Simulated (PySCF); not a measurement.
Record of a relaxation.

BrH₅P₂Si₂.
SMILES with atom numbers: `[Br:1][SiH:2]1[PH:3][SiH2:4][PH:5]1` (hydrogens: H6 on Si2; H7 on P3; H8, H9 on Si4; H10 on P5)

Computed by this run: PySCF, PBE0-D3(BJ)/def2-SVP geometry optimisation, gas phase; density fitting, grid level 1; the optimiser is geomeTRIC in internal coordinates, started from a GFN2-xTB structure with every atom displaced at random (about 0.01 Å). 14 of its 20 geometries are shown. The frame can shift and turn from step to step; on so coarse a grid that alone can change the energy by a few meV, and forces under 0.02 eV/Å are noise.

Step 0: E = -104421.8059 eV, largest atomic force 1.680 eV/Å
```
atom  x, y, z in Å  |  force x, y, z in eV/Å
Br1    -0.133   -3.138    1.211   -0.015   0.111   0.013
Si2    -0.172   -1.415   -0.212    0.029   0.329   0.752
P3     -1.670    0.163    0.446    0.246  -0.291   1.533
Si4     0.253    1.453    0.578   -0.719  -1.199  -0.198
P5      1.710   -0.177    0.017    0.599  -0.623   1.440
H6     -0.398   -2.003   -1.524   -0.086  -0.172  -0.679
H7     -1.985    0.520   -0.837   -0.263   0.413  -1.434
H8      0.453    1.865    1.959    0.128   0.313   0.591
H9      0.211    2.562   -0.353    0.051   0.717  -0.468
H10     1.782    0.149   -1.306    0.029   0.400  -1.550
```

Step 1: E = -104421.9917 eV, largest atomic force 0.376 eV/Å
```
atom  x, y, z in Å  |  force x, y, z in eV/Å
Br1    -0.489   -3.712    1.502    0.034   0.048  -0.096
Si2    -0.490   -2.112   -0.055   -0.066  -0.006  -0.062
P3     -2.072   -0.574    0.503   -0.063   0.136  -0.301
Si4    -0.164    0.688    0.621    0.058   0.101   0.048
P5      1.422   -0.887    0.100    0.019   0.129  -0.269
H6     -0.709   -2.731   -1.397    0.019  -0.050   0.058
H7     -2.317   -0.214   -0.880    0.133  -0.117   0.315
H8      0.051    1.199    2.009   -0.019  -0.059  -0.024
H9     -0.167    1.856   -0.314   -0.007  -0.064  -0.010
H10     1.428   -0.548   -1.310   -0.108  -0.118   0.340
```

Step 3: E = -104422.0086 eV, largest atomic force 0.063 eV/Å
```
atom  x, y, z in Å  |  force x, y, z in eV/Å
Br1    -0.477   -3.714    1.485   -0.005  -0.010   0.004
Si2    -0.497   -2.107   -0.058   -0.004   0.013   0.035
P3     -2.070   -0.556    0.487   -0.031  -0.002   0.028
Si4    -0.158    0.696    0.633    0.008  -0.003   0.009
P5      1.413   -0.881    0.094    0.046  -0.008   0.025
H6     -0.706   -2.746   -1.389    0.000  -0.011  -0.002
H7     -2.256   -0.215   -0.889    0.016   0.011  -0.058
H8      0.048    1.189    2.025   -0.003  -0.015   0.009
H9     -0.157    1.854   -0.310    0.002   0.007   0.002
H10     1.352   -0.556   -1.298   -0.029   0.018  -0.053
```

Step 4: E = -104422.0116 eV, largest atomic force 0.095 eV/Å
```
atom  x, y, z in Å  |  force x, y, z in eV/Å
Br1    -0.480   -3.707    1.495   -0.010   0.009   0.015
Si2    -0.501   -2.106   -0.053    0.018  -0.006   0.032
P3     -2.071   -0.543    0.465   -0.029  -0.018   0.074
Si4    -0.152    0.695    0.643   -0.020  -0.030  -0.022
P5      1.411   -0.878    0.077    0.046  -0.033   0.056
H6     -0.707   -2.761   -1.376   -0.005   0.002  -0.009
H7     -2.215   -0.208   -0.916    0.004   0.024  -0.092
H8      0.048    1.163    2.044    0.003  -0.006   0.012
H9     -0.145    1.860   -0.290    0.008   0.028   0.021
H10     1.305   -0.550   -1.310   -0.013   0.030  -0.087
```

Step 6: E = -104422.0230 eV, largest atomic force 0.116 eV/Å
```
atom  x, y, z in Å  |  force x, y, z in eV/Å
Br1    -0.501   -3.622    1.579   -0.006   0.045   0.029
Si2    -0.517   -2.098   -0.044    0.046  -0.047  -0.051
P3     -2.080   -0.490    0.344    0.004  -0.030   0.084
Si4    -0.132    0.668    0.686   -0.059  -0.029  -0.096
P5      1.404   -0.870   -0.026   -0.023  -0.044   0.056
H6     -0.723   -2.839   -1.323   -0.015   0.015  -0.011
H7     -2.037   -0.170   -1.051   -0.006   0.025  -0.046
H8      0.045    0.978    2.132    0.013  -0.002   0.015
H9     -0.085    1.915   -0.134    0.017   0.051   0.069
H10     1.118   -0.508   -1.383    0.031   0.017  -0.048
```

Step 7: E = -104422.0305 eV, largest atomic force 0.091 eV/Å
```
atom  x, y, z in Å  |  force x, y, z in eV/Å
Br1    -0.510   -3.567    1.614    0.003   0.033   0.019
Si2    -0.522   -2.096   -0.056    0.025  -0.027  -0.084
P3     -2.083   -0.474    0.292    0.022  -0.019   0.027
Si4    -0.129    0.649    0.702   -0.034   0.002  -0.073
P5      1.400   -0.868   -0.073   -0.052  -0.018   0.019
H6     -0.734   -2.869   -1.315   -0.010   0.007  -0.001
H7     -1.978   -0.146   -1.102   -0.014   0.010   0.015
H8      0.040    0.871    2.166    0.010  -0.010   0.010
H9     -0.058    1.947   -0.034    0.010   0.027   0.056
H10     1.068   -0.483   -1.417    0.041  -0.004   0.011
```

Step 9: E = -104422.0422 eV, largest atomic force 0.061 eV/Å
```
atom  x, y, z in Å  |  force x, y, z in eV/Å
Br1    -0.514   -3.486    1.625    0.010  -0.009  -0.001
Si2    -0.529   -2.090   -0.111   -0.022   0.035  -0.045
P3     -2.089   -0.465    0.237    0.015   0.004  -0.045
Si4    -0.133    0.614    0.733    0.022   0.011   0.033
P5      1.392   -0.865   -0.123   -0.018   0.017  -0.025
H6     -0.752   -2.896   -1.347    0.004  -0.011   0.007
H7     -1.949   -0.089   -1.144   -0.009  -0.007   0.046
H8      0.030    0.689    2.213   -0.004  -0.017   0.000
H9     -0.032    1.987    0.153   -0.008  -0.013  -0.013
H10     1.069   -0.435   -1.457    0.009  -0.011   0.042
```

Step 10: E = -104422.0445 eV, largest atomic force 0.049 eV/Å
```
atom  x, y, z in Å  |  force x, y, z in eV/Å
Br1    -0.510   -3.463    1.609    0.004  -0.009  -0.008
Si2    -0.532   -2.083   -0.141   -0.016   0.021  -0.010
P3     -2.091   -0.460    0.215   -0.001  -0.009  -0.010
Si4    -0.134    0.595    0.755    0.019   0.007   0.045
P5      1.389   -0.860   -0.142    0.006  -0.006  -0.004
H6     -0.756   -2.899   -1.370    0.005  -0.006   0.000
H7     -1.935   -0.057   -1.155   -0.002   0.005   0.003
H8      0.023    0.605    2.238   -0.005  -0.006   0.002
H9     -0.025    1.991    0.234   -0.006  -0.009  -0.019
H10     1.063   -0.405   -1.464   -0.004   0.011   0.001
```

Step 12: E = -104422.0475 eV, largest atomic force 0.056 eV/Å
```
atom  x, y, z in Å  |  force x, y, z in eV/Å
Br1    -0.497   -3.458    1.503   -0.016  -0.003  -0.028
Si2    -0.538   -2.061   -0.238    0.021  -0.022   0.044
P3     -2.094   -0.453    0.180   -0.018  -0.021   0.042
Si4    -0.135    0.535    0.836   -0.018  -0.025   0.015
P5      1.385   -0.843   -0.179    0.028  -0.032   0.009
H6     -0.756   -2.871   -1.470   -0.002   0.014  -0.015
H7     -1.906    0.044   -1.152    0.014   0.022  -0.044
H8      0.003    0.389    2.313    0.002   0.025   0.011
H9     -0.019    1.971    0.444    0.006   0.005   0.004
H10     1.050   -0.289   -1.458   -0.018   0.037  -0.039
```

Step 13: E = -104422.0430 eV, largest atomic force 0.183 eV/Å
```
atom  x, y, z in Å  |  force x, y, z in eV/Å
Br1    -0.477   -3.500    1.166   -0.065   0.004  -0.055
Si2    -0.543   -1.982   -0.478    0.100  -0.088   0.126
P3     -2.098   -0.449    0.141   -0.030  -0.057   0.101
Si4    -0.141    0.363    1.029   -0.086  -0.063  -0.104
P5      1.380   -0.793   -0.234    0.031  -0.060   0.019
H6     -0.745   -2.720   -1.757   -0.015   0.053  -0.040
H7     -1.863    0.285   -1.064    0.040   0.056  -0.084
H8     -0.040   -0.091    2.443    0.020   0.071   0.044
H9     -0.022    1.845    0.907    0.029   0.016   0.063
H10     1.041    0.005   -1.373   -0.025   0.068  -0.069
```

Step 15: E = -104422.0512 eV, largest atomic force 0.065 eV/Å
```
atom  x, y, z in Å  |  force x, y, z in eV/Å
Br1    -0.531   -3.567    1.148    0.012   0.015  -0.011
Si2    -0.536   -2.002   -0.443    0.001  -0.064   0.009
P3     -2.093   -0.467    0.168   -0.003   0.024   0.001
Si4    -0.140    0.390    1.011   -0.017  -0.009  -0.013
P5      1.387   -0.813   -0.205    0.001   0.017   0.000
H6     -0.742   -2.689   -1.751    0.000   0.032  -0.016
H7     -1.861    0.245   -1.058   -0.006   0.001  -0.002
H8     -0.021    0.039    2.455    0.002   0.007   0.006
H9     -0.017    1.865    0.821    0.010   0.004   0.022
H10     1.047   -0.037   -1.366   -0.001  -0.025   0.003
```

Step 16: E = -104422.0478 eV, largest atomic force 0.054 eV/Å
```
atom  x, y, z in Å  |  force x, y, z in eV/Å
Br1    -0.541   -3.598    0.969    0.018   0.001   0.019
Si2    -0.536   -1.961   -0.546   -0.006  -0.053   0.004
P3     -2.093   -0.469    0.160   -0.009   0.042  -0.018
Si4    -0.144    0.306    1.090   -0.009   0.006  -0.023
P5      1.386   -0.796   -0.216    0.006   0.031  -0.005
H6     -0.736   -2.579   -1.889   -0.001   0.030  -0.012
H7     -1.844    0.344   -0.999   -0.008  -0.016   0.011
H8     -0.036   -0.152    2.503   -0.001  -0.004  -0.001
H9     -0.015    1.792    1.016    0.007  -0.001   0.018
H10     1.050    0.077   -1.308    0.002  -0.036   0.007
```

Step 18: E = -104422.0504 eV, largest atomic force 0.026 eV/Å
```
atom  x, y, z in Å  |  force x, y, z in eV/Å
Br1    -0.535   -3.587    1.046    0.002  -0.001  -0.003
Si2    -0.537   -1.981   -0.502   -0.009  -0.012   0.008
P3     -2.094   -0.465    0.162    0.008   0.021  -0.013
Si4    -0.143    0.342    1.057    0.007   0.010  -0.007
P5      1.385   -0.806   -0.211   -0.001   0.019   0.002
H6     -0.741   -2.616   -1.837   -0.001   0.009  -0.002
H7     -1.850    0.304   -1.028   -0.005  -0.017   0.012
H8     -0.030   -0.072    2.484   -0.003  -0.012  -0.005
H9     -0.009    1.825    0.946    0.000  -0.002   0.003
H10     1.047    0.019   -1.338    0.002  -0.015   0.005
```

Step 19: E = -104422.0511 eV, largest atomic force under 0.02 eV/Å
```
atom  x, y, z in Å  |  force x, y, z in eV/Å
Br1    -0.532   -3.581    1.068   -0.006  -0.005  -0.009
Si2    -0.538   -1.985   -0.490   -0.003   0.005   0.008
P3     -2.094   -0.459    0.160    0.008   0.004   0.004
Si4    -0.142    0.351    1.049    0.008   0.011  -0.003
P5      1.385   -0.807   -0.211   -0.003   0.005   0.006
H6     -0.744   -2.624   -1.822    0.000  -0.001  -0.001
H7     -1.848    0.294   -1.039   -0.002  -0.007   0.000
H8     -0.031   -0.061    2.476   -0.002  -0.011  -0.003
H9     -0.005    1.834    0.936   -0.002  -0.001  -0.001
H10     1.043    0.002   -1.348    0.002  -0.001  -0.001
```

Q: Summarise the path.

A: The energy falls by 23.66 kJ/mol from step 0 to step 19; nine tenths of that is first reached at step 7. It rises by more than 0.2 meV at steps 13 and 16. The largest force goes from 1.680 to under 0.02 eV/Å. Among the bonds P5–H10 changes most, from 1.364 to 1.436 Å; the atoms move by 0.501 Å rms after alignment.

Q: Follow the three bonds and two angles with the largest change from start to end.

A: 
| step | E above end (kJ/mol) | largest force (eV/Å) | P5–H10 (Å) | P3–H7 (Å) | Si4–H9 (Å) | Si2–P5–Si4 (°) | Si4–P5–H10 (°) |
| --- | --- | --- | --- | --- | --- | --- | --- |
| 0 | 23.66 | 1.680 | 1.364 | 1.368 | 1.449 | 83.3 | 95.9 |
| 1 | 5.73 | 0.376 | 1.450 | 1.450 | 1.496 | 78.7 | 93.6 |
| 2 | 4.43 | 0.089 | 1.435 | 1.435 | 1.494 | 79.0 | 93.1 |
| 3 | 4.10 | 0.063 | 1.430 | 1.430 | 1.493 | 79.1 | 92.5 |
| 4 | 3.82 | 0.095 | 1.429 | 1.429 | 1.493 | 79.1 | 91.8 |
| 5 | 3.33 | 0.105 | 1.430 | 1.429 | 1.493 | 78.9 | 90.6 |
| 6 | 2.71 | 0.116 | 1.433 | 1.432 | 1.493 | 78.4 | 89.5 |
| 7 | 1.99 | 0.091 | 1.437 | 1.436 | 1.494 | 78.0 | 89.2 |
| 8 | 1.17 | 0.084 | 1.440 | 1.439 | 1.494 | 77.7 | 89.8 |
| 9 | 0.86 | 0.061 | 1.438 | 1.438 | 1.494 | 77.5 | 90.2 |
| 10 | 0.64 | 0.049 | 1.436 | 1.436 | 1.494 | 77.3 | 90.5 |
| 11 | 0.52 | 0.040 | 1.435 | 1.435 | 1.493 | 77.1 | 90.5 |
| 12 | 0.35 | 0.056 | 1.434 | 1.434 | 1.493 | 76.9 | 90.5 |
| 13 | 0.78 | 0.183 | 1.432 | 1.431 | 1.492 | 76.2 | 90.0 |
| 14 | 0.54 | 0.174 | 1.433 | 1.432 | 1.492 | 76.6 | 89.9 |
| 15 | 0.00 | 0.065 | 1.437 | 1.436 | 1.493 | 76.5 | 89.3 |
| 16 | 0.32 | 0.054 | 1.438 | 1.437 | 1.493 | 76.4 | 89.1 |
| 17 | 0.14 | 0.044 | 1.437 | 1.437 | 1.493 | 76.5 | 89.2 |
| 18 | 0.07 | 0.026 | 1.437 | 1.437 | 1.493 | 76.5 | 89.4 |
| 19 | 0.00 | under 0.02 | 1.436 | 1.437 | 1.493 | 76.4 | 89.6 |

The cost below is that of the whole optimisation. The run took 2.4 min of wall time on one thread of an Arm Neoverse V2, on a shared host, and the process peaked at 0.52 GiB of memory.
